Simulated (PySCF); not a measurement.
C2H9FOSi2. Atoms are numbered in the order given.

```xyz
15

O     -1.3497     0.1648    -2.1637
C     -0.5778    -0.3103    -1.0530
Si    -1.7161    -1.3643     0.0838
C      0.1728     0.8204    -0.3344
Si     1.4099     0.2895     0.9925
F      2.4792     1.5204     1.2011
H     -1.9879     0.8124    -1.8075
H      0.1694    -1.0023    -1.5014
H     -0.9651    -1.9289     1.2658
H     -2.8069    -0.4582     0.5966
H     -2.3326    -2.4867    -0.6992
H     -0.5473     1.5306     0.1324
H      0.7442     1.4067    -1.0894
H      0.7534     0.0349     2.3175
H      2.1752    -0.9231     0.5416
```
Charge 0, spin multiplicity 1.

Geometry optimised at PBE-D3(BJ)/def2-SVP. The structure was generated by enumeration; whether it is a known compound was not checked. The values are those of a single conformer.

Level of theory: PBE-D3(BJ)/def2-SVP (PySCF).

Frequencies are harmonic and unscaled.

| mode | ν (cm⁻¹) | IR (km/mol) | moving atoms (share of kinetic energy) |
|---|---|---|---|
| 1 | 42 | 1.8 | Si 37 %, F 35 %, H 22 % |
| 2 | 75 | 1.1 | Si 30 %, H 26 %, C 23 %, F 13 % |
| 3 | 133 | 2.6 | H 29 %, Si 25 %, C 21 %, F 14 %, O 12 % |
| 4 | 157 | 0.9 | H 43 %, F 18 %, O 17 %, Si 12 %, C 11 % |
| 5 | 189 | 4.1 | H 58 %, Si 17 %, F 16 % |
| 6 | 254 | 5.7 | H 34 %, O 27 %, Si 25 %, C 12 % |
| 7 | 284 | 8.6 | C 32 %, H 27 %, F 17 %, O 13 %, Si 10 % |
| 8 | 343 | 43.8 | H 68 %, C 16 %, Si 8 % |
| 9 | 367 | 74.0 | H 47 %, O 33 %, Si 13 % |
| 10 | 507 | 9.4 | H 88 %, Si 9 % |
| 11 | 536 | 18.1 | H 40 %, Si 27 %, C 23 %, O 9 % |
| 12 | 609 | 36.2 | H 75 %, Si 13 %, C 9 % |
| 13 | 680 | 37.9 | H 55 %, C 30 %, Si 14 % |
| 14 | 719 | 16.2 | H 87 % |
| 15 | 731 | 25.2 | C 46 %, H 31 %, Si 19 % |
| 16 | 830 | 16.5 | H 64 %, C 22 % |
| 17 | 836 | 7.7 | F 41 %, H 34 %, Si 17 % |
| 18 | 873 | 247.5 | H 87 %, Si 11 % |
| 19 | 895 | 191.0 | H 70 %, Si 15 % |
| 20 | 902 | 33.6 | H 96 % |
| 21 | 909 | 68.1 | H 94 % |
| 22 | 928 | 106.3 | H 82 %, Si 11 % |
| 23 | 1003 | 56.4 | C 45 %, O 32 %, H 19 % |
| 24 | 1024 | 20.6 | H 61 %, C 36 % |
| 25 | 1063 | 21.1 | H 56 %, C 38 % |
| 26 | 1129 | 100.9 | H 70 %, C 27 % |
| 27 | 1194 | 2.2 | H 66 %, C 33 % |
| 28 | 1264 | 6.1 | H 76 %, C 23 % |
| 29 | 1355 | 46.3 | H 86 %, C 8 % |
| 30 | 1382 | 3.3 | H 92 % |
| 31 | 2135 | 58.3 | H 98 % |
| 32 | 2152 | 84.2 | H 96 % |
| 33 | 2172 | 95.4 | H 97 % |
| 34 | 2187 | 86.6 | H 96 % |
| 35 | 2190 | 122.4 | H 96 % |
| 36 | 2950 | 8.1 | H 95 % |
| 37 | 2975 | 7.9 | H 92 % |
| 38 | 3008 | 7.0 | H 91 %, C 9 % |
| 39 | 3679 | 21.6 | H 94 % |
